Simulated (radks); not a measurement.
Problem. Radial electron density D(r) = 4 pi r^2 rho(r) of an atom or ion with 4 electrons. Method: non-relativistic Kohn-Sham, LDA (Slater exchange, VWN5 correlation), spin-polarised, spherical densities, point nucleus; computed with a radial shooting solver on a logarithmic mesh with Libxc functionals.

```
   r/bohr * D(r) (the largest magnitude, 4.85, reaches the edge; | marks zero)
    0.021 |        *
  0.02628 |           *
  0.03261 |                *
   0.0408 |                      *
  0.05063 |                              *
  0.06335 |                                      *
  0.07925 |                                              *
  0.09836 |                                                    *
   0.1231 |                                                      *
   0.1527 |                                                  *
   0.1911 |                                         *
   0.2371 |                             *
   0.2967 |                  *
   0.3682 |              *
   0.4606 |                  *
   0.5717 |                          *
   0.7153 |                               *
   0.8877 |                            *
    1.111 |                    *
    1.378 |            *
    1.724 |       *
     2.14 |    *
    2.677 |  *
    3.323 |*
    4.157 *
     5.16 *
```

What is the nuclear charge?

Solution. Z = 8. The innermost maximum, from 1s, lies near 1/Z = 0.125 bohr (found: 0.120), and its height grows with Z. The density is that of the oxygen ion O4+ in 1s1 2s2 3d1; the configuration itself is not fixed sharply by these data. D(r) has 2 maxima, at r = 0.120, 0.739 bohr, and minima at 0.368 bohr, inside which lie 1.03 electrons.
